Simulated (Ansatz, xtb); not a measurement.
C2H9B2Ga: which of two structures lies lower

We compare X, `B[CH2][GaH][CH2]B`, a singlet, with Y, a singlet given by its coordinates. Both are isolated molecules in the gas phase, relaxed with B3LYP/def2-SVP; the shapes shown needn't be the lowest conformers.

X (Å):

```yaml
atoms:
  - { symbol: C, position_ang: [1.2876, -1.1897, -0.5879] }
  - { symbol: C, position_ang: [-1.1331, 0.9106, 0.7375] }
  - { symbol: B, position_ang: [2.1150, -1.6095, 0.6237] }
  - { symbol: B, position_ang: [-2.0857, 1.1199, -0.4363] }
  - { symbol: Ga, position_ang: [0.6740, 0.6809, -0.1357] }
  - { symbol: H, position_ang: [3.2908, -1.3323, 0.7000] }
  - { symbol: H, position_ang: [1.5954, -2.1542, 1.5720] }
  - { symbol: H, position_ang: [1.8524, -1.0235, -1.5199] }
  - { symbol: H, position_ang: [0.3452, -1.7341, -0.7525] }
  - { symbol: H, position_ang: [1.5787, 1.9267, -0.4552] }
  - { symbol: H, position_ang: [-1.2564, -0.0231, 1.3080] }
  - { symbol: H, position_ang: [-0.9668, 1.7870, 1.3847] }
  - { symbol: H, position_ang: [-2.2714, 2.2233, -0.8980] }
  - { symbol: H, position_ang: [-2.6109, 0.1770, -0.9851] }
```

Y (Å):

```xyz
14

C     1.6107   -0.4801   -0.4984
C    -1.6036   -0.4770   -1.4426
B     2.2030    0.5082    0.4764
B    -0.6743    0.5442    2.0040
Ga   -0.3554   -0.0846    0.0532
H     2.3586    0.2044    1.6429
H     2.4298    1.6549    0.1552
H     1.6659   -0.3153   -1.5831
H     1.6373   -1.5549   -0.2452
H    -0.7131    1.7155    2.2977
H    -0.7782   -0.2428    2.9153
H    -1.3911   -1.4753   -1.8585
H    -2.6601   -0.4299   -1.1414
H    -1.4343    0.2572   -2.2487
```

Close contacts (Å): C1–B3 1.51, C1–Ga5 2.08, C2–Ga5 1.99, B3–Ga5 2.66, B4–Ga5 2.07, C1–H8 1.10, C1–H9 1.10, C2–H12 1.10, C2–H13 1.10, C2–H14 1.10, B3–H6 1.22, B3–H7 1.21, B4–H10 1.21, B4–H11 1.21.

Task: Which of the two would you expect CCSD(T)/def2-SVP + ΔMP2/def2-TZVPP electronic energies to favour?

Result: Structure X; the calculation gives E(Y) − E(X) = +0.477 eV.

Level by level:

| level | geometry | E(Y) − E(X) (eV) | departure from the last row (eV) | job, with rough time for the two |
| --- | --- | --- | --- | --- |
| GFN2-xTB | GFN2-xTB | +0.854 | +0.377 | optimisation, 0.68 s |
| HF/STO-3G | GFN2-xTB | +0.232 | −0.244 | single point, 1.2 s |
| r2SCAN-D4/def2-SVP | GFN2-xTB | +0.549 | +0.072 | single point, 3.6 s |
| B3LYP/def2-SVP | B3LYP/def2-SVP | +0.543 | +0.067 | optimisation, 2.4 min |
| HF/def2-SVP | B3LYP/def2-SVP | +0.620 | +0.144 | part of the CCSD(T) run |
| MP2/def2-SVP | B3LYP/def2-SVP | +0.619 | +0.142 | part of the CCSD(T) run |
| CCSD(T)/def2-SVP | B3LYP/def2-SVP | +0.562 | +0.085 | single point |
| CCSD(T)/def2-SVP + ΔMP2/def2-TZVPP | B3LYP/def2-SVP | +0.477 |  | single point, 41 s |

None of the levels shown reverses the order. The largest departure from CCSD(T)/def2-SVP + ΔMP2/def2-TZVPP is that of GFN2-xTB, 0.377 eV. The last row adds to CCSD(T) the change of the MP2 difference between the two basis sets, here −0.085 eV.

With thermal terms from frequencies at re-optimised GFN2-xTB minima (ideal gas, soft modes damped towards free rotors, one conformer each, 298.15 K, 1 atm): the zero-point term adds +0.045 eV; ΔH is +0.547 and ΔG +0.464 eV.

The correlated steps freeze 13 core orbitals; the filled d shell of Ga is correlated, in a basis made for valence electrons. Programs: Ansatz 0.2.0, xtb 6.7.1; the last row on 2 threads of Intel(R) Xeon(R) 6975P-C (Granite Rapids) on a shared host.
